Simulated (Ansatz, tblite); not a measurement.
Cost and result up the ladder for the cluster Pb3O4⁺ (7 atoms). The state is a doublet with charge 1. Geometry: PBE0-D4/def2-SVP.

| atom | x (Å) | y (Å) | z (Å) |
| --- | --- | --- | --- |
| Pb1 | -1.022 | 2.390 | -0.058 |
| Pb2 | -1.459 | -0.983 | 0.102 |
| Pb3 | 2.050 | 0.089 | 1.312 |
| O4 | -2.085 | 0.812 | -0.842 |
| O5 | 0.057 | 0.627 | 0.949 |
| O6 | 1.792 | -1.413 | -0.432 |
| O7 | 0.667 | -1.521 | -1.031 |

Ansatz on 4 threads of Intel Xeon on a shared host; xTB runs through tblite on one thread. Times are rough, summed over both states, and most runs start from the orbitals of an earlier one. PBE-QIDH/def2-TZVP serves as the yardstick here, not as an exact answer. Differences are given only for rows in sets of like size (and for xTB, whose basis is part of the method), since another set adds its own error. The other state is a quartet at its own geometry, which has other bonds, so the gap mixes isomer and spin.

In the def2 sets Pb takes a core potential; there is no spin–orbit coupling. The xTB rows come from tblite. Correlated methods freeze 16 core orbitals; core or outer-core shells of Pb are correlated, in sets that lack core-valence functions. The rows differ in basis, and correlated rows in double-zeta sets carry the largest basis error. The structure holds one bond between oxygen atoms, so isomers without such links may lie far lower. In the quartet geometry the species has come apart into loosely held pieces. The structure comes from a short search, and lower isomers may exist.

Correlated methods converge slowly with the basis, most of all in double-zeta sets (MP2 moves by 0.35 eV from def2-SVP to def2-TZVP here).

xTB has no spin-polarisation term.

| level | functions | wall time |
| --- | --- | --- |
| GFN1-xTB | 28 | 0.026 s |
| GFN2-xTB | 28 | 0.032 s |
| PBE-D4/def2-TZVP | 274 | 26 s |
| revPBE-D4/def2-TZVP | 274 | 27 s |
| r2SCAN-D4/def2-TZVP | 274 | 51 s |
| MP2/def2-TZVP | 274 | 88 s |
| PBE0-D4/def2-TZVP (with forces) | 274 | 1.7 min |
| PBE-QIDH/def2-TZVP | 274 | 1.7 min |
| CCSD(T)/def2-SVP | 134 | 10 min |

Question: Estimate what each level gives for the quartet − doublet (eV).

Answer: 
```
                          level  quartet − doublet (eV)  difference from PBE-QIDH/def2-TZVP (eV)
                       GFN1-xTB                    4.47                                     3.39
                       GFN2-xTB                    3.32                                     2.24
               PBE-D4/def2-TZVP                    1.50                                     0.42
            revPBE-D4/def2-TZVP                    1.37                                     0.28
            r2SCAN-D4/def2-TZVP                    1.30                                     0.22
                  MP2/def2-TZVP                    1.05                                    -0.03
PBE0-D4/def2-TZVP (with forces)                    1.21                                     0.13
             PBE-QIDH/def2-TZVP                    1.08                                     0.00
               CCSD(T)/def2-SVP                    0.85                                        –
```
